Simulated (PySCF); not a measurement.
H2Cl3NSi (SMILES N[Si](Cl)(Cl)Cl), singlet, geometry from GFN2-xTB; DF-PBE/6-311G** (PySCF).

Input for PySCF:
```python
from pyscf import gto, scf, dft

mol = gto.Mole()
mol.atom = '''
    N     1.872526   -0.490854   -0.180915
    Si    0.223268   -0.060640   -0.011602
    Cl   -0.814328   -1.278794   -1.227974
    Cl    0.074800    1.867165   -0.560769
    Cl   -0.496002   -0.257470    1.874987
    H     2.163794   -1.453910   -0.184875
    H     2.606793    0.113536    0.147554
'''
mol.basis = '6-311g**'
mol.charge = 0
mol.spin = 0
mol.verbose = 4
mol.max_memory = 1800
mol.build()

mf = dft.RKS(mol)
mf.xc = 'pbe'
mf = mf.density_fit(auxbasis='def2-universal-jkfit')
mf.kernel()
```

The log (banner, timings and long lists left out):

```
PySCF version 2.14.0

[INPUT] verbose = 4
[INPUT] num. atoms = 7
[INPUT] num. electrons = 74
[INPUT] charge = 0
[INPUT] spin (= nelec alpha-beta = 2S) = 0
[INPUT] symmetry False subgroup None
[INPUT] Mole.unit = angstrom
[INPUT] Symbol           X                Y                Z      unit          X                Y                Z       unit  Magmom
[INPUT]  1 N      1.872526000000  -0.490854000000  -0.180915000000 AA    3.538561301127  -0.927579627147  -0.341879801826 Bohr   0.0
[INPUT]  2 Si     0.223268000000  -0.060640000000  -0.011602000000 AA    0.421915372379  -0.114592992194  -0.021924602497 Bohr   0.0
[INPUT]  3 Cl    -0.814328000000  -1.278794000000  -1.227974000000 AA   -1.538856895565  -2.416570429737  -2.320534548087 Bohr   0.0
[INPUT]  4 Cl     0.074800000000   1.867165000000  -0.560769000000 AA    0.141351514117   3.528430479374  -1.059699829146 Bohr   0.0
[INPUT]  5 Cl    -0.496002000000  -0.257470000000   1.874987000000 AA   -0.937307937237  -0.486547785292   3.543211917120 Bohr   0.0
[INPUT]  6 H      2.163794000000  -1.453910000000  -0.184875000000 AA    4.088978049977  -2.747491709766  -0.349363117279 Bohr   0.0
[INPUT]  7 H      2.606793000000   0.113536000000   0.147554000000 AA    4.926124833433   0.214551945279   0.278836648584 Bohr   0.0

nuclear repulsion = 448.020707946577
number of shells = 64
number of NR pGTOs = 236
number of NR cGTOs = 134
basis = 6-311g**
ecp = {}

******** <class 'pyscf.df.df_jk.DFRKS'> ********
method = DFRKS
initial guess = minao
damping factor = 0
level_shift factor = 0
DIIS = <class 'pyscf.scf.diis.CDIIS'>
diis_start_cycle = 1
diis_space = 8
diis_damp = 0
SCF conv_tol = 1e-09
SCF conv_tol_grad = None
SCF max_cycles = 50
direct_scf = False
XC library pyscf.dft.libxc version 7.1.2
    S. Lehtola, C. Steigemann, M. J. T. Oliveira, and M. A. L. Marques,  SoftwareX 7, 1–5 (2018)
XC functionals = pbe
    J. P. Perdew, K. Burke, and M. Ernzerhof,  Phys. Rev. Lett. 77, 3865 (1996)
    J. P. Perdew, K. Burke, and M. Ernzerhof,  Phys. Rev. Lett. 78, 1396 (1997)
    J. P. Perdew, K. Burke, and M. Ernzerhof,  Phys. Rev. Lett. 77, 3865 (1996)
    J. P. Perdew, K. Burke, and M. Ernzerhof,  Phys. Rev. Lett. 78, 1396 (1997)
radial grids:
    Treutler-Ahlrichs [JCP 102, 346 (1995); DOI:10.1063/1.469408] (M4) radial grids

becke partition: Becke, JCP 88, 2547 (1988); DOI:10.1063/1.454033
pruning grids: <function nwchem_prune>
grids dens level: 3
symmetrized grids: False
atomic radii adjust function: <function treutler_atomic_radii_adjust>
small_rho_cutoff = 0
Set gradient conv threshold to 3.16228e-05
Initial guess from minao.
tot grids = 109344
init E= -1725.98351963269
  HOMO = -0.312866010043152  LUMO = -0.0497801795964267  gap/eV = 7.15893
cycle= 1 E= -1725.42402692994  delta_E= 0.559  |g|= 0.654  |ddm|= 2.52
  HOMO = -0.162557658263541  LUMO = -0.0405005561442296  gap/eV = 3.32134
cycle= 2 E= -1725.25829402301  delta_E= 0.166  |g|= 1.06  |ddm|= 1.33
  HOMO = -0.260462270571206  LUMO = -0.0304287761636088  gap/eV = 6.25953
cycle= 3 E= -1725.50105770517  delta_E= -0.243  |g|= 0.148  |ddm|= 0.969
  HOMO = -0.244874618230057  LUMO = -0.0409435120585364  gap/eV = 5.54925
cycle= 4 E= -1725.5053200099  delta_E= -0.00426  |g|= 0.0786  |ddm|= 0.213
  HOMO = -0.250547366872074  LUMO = -0.0401931351593913  gap/eV = 5.72403
cycle= 5 E= -1725.50655780755  delta_E= -0.00124  |g|= 0.0201  |ddm|= 0.0851
  HOMO = -0.248548116204152  LUMO = -0.0382676702274751  gap/eV = 5.72202
cycle= 6 E= -1725.5066643025  delta_E= -0.000106  |g|= 0.00331  |ddm|= 0.0262
  HOMO = -0.248930884675688  LUMO = -0.0385328639564196  gap/eV = 5.72522
cycle= 7 E= -1725.50666674237  delta_E= -2.44e-06  |g|= 0.000529  |ddm|= 0.00369
  HOMO = -0.248904628686924  LUMO = -0.0385034778483631  gap/eV = 5.72531
cycle= 8 E= -1725.5066667923  delta_E= -4.99e-08  |g|= 0.000244  |ddm|= 0.000834
  HOMO = -0.248907953414855  LUMO = -0.0384998586464605  gap/eV = 5.72550
cycle= 9 E= -1725.5066668081  delta_E= -1.58e-08  |g|= 3.46e-05  |ddm|= 0.00032
  HOMO = -0.248906603601152  LUMO = -0.0385007910360806  gap/eV = 5.72543
cycle= 10 E= -1725.50666680839  delta_E= -2.93e-10  |g|= 4.86e-06  |ddm|= 3.84e-05
  HOMO = -0.248907445022574  LUMO = -0.0385010291264912  gap/eV = 5.72545
Extra cycle  E= -1725.5066668084  delta_E= -2.73e-12  |g|= 4.62e-06  |ddm|= 9.63e-06
converged SCF energy = -1725.5066668084
```
